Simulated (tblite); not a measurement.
Compound: C6H8FPSi.
Z-matrix (Å and degrees, GFN2-xTB geometry), rows numbered from 1:
```
F 
C   1  1.3543
C   2  1.3780  1  119.64
C   3  1.3860  2  118.44  1  -179.90
C   4  1.3848  3  120.03  2     0.03
C   5  1.3835  4  120.58  3     0.04
C   6  1.3907  5  120.55  4     0.38
P   7  1.8162  2  117.97  1    -2.89
Si  8  2.2430  7   98.42  2    76.79
H   3  1.0787  2  119.88  1     0.33
H   4  1.0790  3  119.72  2  -179.80
H   5  1.0796  4  119.88  3  -179.86
H   6  1.0809  5  120.17  4  -179.55
H   8  1.3927  7   94.90  2   173.37
H   9  1.4592  8  108.00  7   -73.06
H   9  1.4626  8  105.33  7   167.57
H   9  1.4674  8  112.34  7    48.03
```

Level: GFN2-xTB in tblite, geometry and Hessian alike; calculated harmonic values, unscaled, isolated species. Against measured fundamentals such values can be off by several per cent, at times by over 20. Modes of hydrogen on phosphorus and silicon can be 10 to 20 % off. One conformer, not necessarily the lowest.

Harmonic wavenumbers (cm⁻¹): 39.5, 72.2, 86.1, 157.4, 174.0, 253.1, 344.6, 407.5, 444.7, 461.5, 476.0, 490.5, 519.8, 526.9, 655.0, 671.1, 698.5, 748.5, 760.4, 776.1, 786.8, 795.3, 871.4, 873.3, 905.7, 922.6, 1043.8, 1081.9, 1149.2, 1177.7, 1216.8, 1238.7, 1323.9, 1427.4, 1447.4, 1572.3, 1588.6, 2223.9, 2266.0, 2275.0, 2305.5, 3070.0, 3087.9, 3097.9, 3107.9.

A = 2069, B = 818.7, C = 703.1 MHz; mass 158.012 u (most abundant isotopes); point group C1, symmetry number 1.

Problem. What is the zero-point energy?

Solution. ½Σν̃ = 24810 cm⁻¹ = 70.94 kcal/mol.

Problem. Give the ideal-gas entropy at 298.15 K and 1 bar in the rigid-rotor, harmonic-oscillator model (classical rotation).

Solution. Translation 41.11, rotation 29.98, vibration 29.24: S = 100.3 cal/(mol K).

Problem. And Cp and H(298.15 K) − H(0)?

Solution. Cp = 40.17 cal/(mol K), of which vibrations give 32.22 (their classical limit is 45 R = 89.4); H(298.15 K) − H(0) = 7.00 kcal/mol without the zero-point energy, 4.64 from vibrations.

Problem. How do the functions run with temperature in this model?

Solution. 
| T (K) | S (cal/(mol K)) | Cp (cal/(mol K)) | H − H(0) (kcal/mol) | G − H(0) (kcal/mol) | ln q(vib) |
| --- | --- | --- | --- | --- | --- |
| 150 | 79.2 | 23.0 | 2.31 | -9.58 | 3.10 |
| 250 | 93.7 | 34.8 | 5.20 | -18.24 | 5.64 |
| 400 | 113.6 | 50.0 | 11.62 | -33.81 | 9.59 |
| 600 | 136.6 | 63.7 | 23.09 | -58.90 | 14.83 |
| 900 | 165.0 | 75.7 | 44.17 | -104.30 | 22.13 |

q(vib) and H(0) count from the zero-point level.

Problem. Which modes carry the vibrational entropy at 298.15 K?

Solution. 39.5 cm⁻¹: 5.28; 72.2 cm⁻¹: 4.09; 86.1 cm⁻¹: 3.75; 157.4 cm⁻¹: 2.58; 174.0 cm⁻¹: 2.39; 253.1 cm⁻¹: 1.71 cal/(mol K); the other 39 give 9.44 together.

Problem. Blend soft modes into free rotors: weight 1/[1 + (100 cm⁻¹/ν̃)⁴] for the oscillator and the rest for a rotor with moment μB/(μ + B), μ = h/(8π²ν), B = 10⁻⁴⁴ kg m². What vibrational entropy results?

Solution. 26.56 cal/(mol K) in place of 29.24, which changes −T·S at 298.15 K by +0.80 kcal/mol.

Problem. What must be added to the electronic energy to get the Gibbs energy at 298.15 K and 1 bar?

Solution. ZPE + [H(298.15 K) − H(0)] − T·S = 70.94 + 7.00 − 29.91 = 48.03 kcal/mol.

Hindered rotation and anharmonicity are outside this model. Other conformers, if any are populated, would add a mixing term that is left out. The structure is chiral; the term R ln 2 for an equal mix with its mirror image is left out.
